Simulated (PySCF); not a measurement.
CH3Cl2NSi2, SMILES [Si]1(Cl)(Cl)C=N[SiH2]1. Geometry: PBE-D3(BJ)/def2-SVP. The structure was generated by enumeration, and PubChem lists no compound with its InChIKey, so it may never have been made.

Computed equilibrium geometry at PBE-D3(BJ)/def2-SVP (PySCF confirms it by a frequency run) as a Z-matrix, and its point group:
point group Cs.
```
Si
C 1 1.9321
N 2 1.2944 1 106.54
H 2 1.1149 3 121.04 1 180.00
Si 3 1.8267 2 106.36 4 180.00
H 5 1.5026 3 111.90 2 118.25
H 5 1.5026 6 109.64 3 -124.76
Cl 1 2.0883 2 115.36 4 -63.75
Cl 1 2.0883 2 115.36 4 63.75
```
Charge 0, spin multiplicity 1.
